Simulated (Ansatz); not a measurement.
The cluster K₄H₃⁺, relaxed as a singlet with RKS r2SCAN-D4/def2-SVP in Ansatz, starting from the GFN1-xTB geometry. Force threshold 0.02 eV/Å.

The structure comes from a short search, and lower isomers may exist.

Start:

Cartesian coordinates in Å:
```
K -0.690 -1.325 -1.904
K -3.937 -1.131 1.583
K 0.041 0.566 1.121
K 3.103 1.218 -0.726
H 2.001 1.771 1.339
H -1.911 -0.857 0.318
H 1.393 -0.242 -1.731
```

| step | energy (eV) | largest force component (eV/Å) | SCF passes |
| --- | --- | --- | --- |
| 1 | -65331.2558 | 0.442 | 14 |
| 2 | -65331.3972 | 0.176 | 15 |
| 3 | -65331.4580 | 0.108 | 15 |
| 4 | -65331.4729 | 0.030 | 16 |
| 5 | -65331.4749 | 0.024 | 16 |
| 6 | -65331.4753 | 0.019 | 17 |

Force components are those of the run's own axes.

End:

```xyz
7

K    -0.7687   -1.4366   -1.9808
K    -4.1549   -1.2989    1.4802
K     0.2095    0.6360    1.1382
K     3.3189    1.2788   -0.8699
H     2.3096    1.8759    1.2784
H    -2.0818   -0.9340    0.2610
H     1.1674   -0.1212   -1.3072
```

Bonds formed: K3–H7 (atoms count from 1). The end is the same structure that another start reached.

No frequencies were taken in this run, so the end may be a saddle point.

Hardware: 4 threads of Arm Neoverse V2 on a shared host. Wall time 14 s.
